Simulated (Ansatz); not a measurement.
K2Na6⁺. Charge 1, multiplicity 2. Geometry PBE0/def2-SVP.

```tsv
atom	x (Å)	y (Å)	z (Å)
Na1	0.9335	1.9952	-2.1803
Na2	-2.5927	1.8772	-1.4633
Na3	2.8317	1.7464	1.5987
Na4	-3.1096	-0.9941	1.3818
Na5	-0.2664	0.7192	0.7771
Na6	2.5934	-0.9451	-0.6711
K7	-1.0364	-1.8991	-2.1174
K8	0.6465	-2.4996	2.6744
```

HSE06 is defined as in plane-wave codes, on full-range PBE exchange. Another isomer (doublet) lies 0.07 eV lower at PBE0/def2-TZVP; other spin states weren't run for this one.

Question: Estimate the α-spin orbital energies around the gap (eV) in Ansatz with PBE/def2-TZVP, r2SCAN/def2-TZVP, PBE0/def2-SVP, PBE0/def2-TZVP, HSE06/def2-TZVP.

Answer: 
```tsv
orbital	PBE/def2-TZVP	r2SCAN/def2-TZVP	PBE0/def2-SVP	PBE0/def2-TZVP	HSE06/def2-TZVP
HOMO−9	-21.44	-22.11	-23.68	-23.49	-23.07
HOMO−8	-21.43	-22.09	-23.66	-23.47	-23.05
HOMO−7	-21.41	-22.08	-23.65	-23.46	-23.04
HOMO−6	-21.37	-21.99	-23.58	-23.39	-22.98
HOMO−5	-21.36	-21.98	-23.56	-23.37	-22.97
HOMO−4	-21.35	-21.98	-23.55	-23.37	-22.96
HOMO−3	-7.02	-7.02	-7.72	-7.73	-7.32
HOMO−2	-5.94	-5.85	-6.34	-6.35	-6.04
HOMO−1	-5.63	-5.53	-5.98	-5.99	-5.69
HOMO	-5.43	-5.46	-5.79	-5.82	-5.51
LUMO	-4.45	-4.24	-3.98	-4.00	-4.30
LUMO+1	-4.45	-4.22	-3.96	-3.97	-4.28
LUMO+2	-4.23	-3.98	-3.74	-3.75	-4.06
LUMO+3	-4.18	-3.87	-3.67	-3.69	-4.00
LUMO+4	-3.84	-3.78	-3.37	-3.41	-3.71
LUMO+5	-3.74	-3.60	-3.27	-3.29	-3.60
β HOMO	-5.58	-5.49	-5.92	-5.94	-5.64
β LUMO	-4.94	-4.52	-4.41	-4.40	-4.73
```
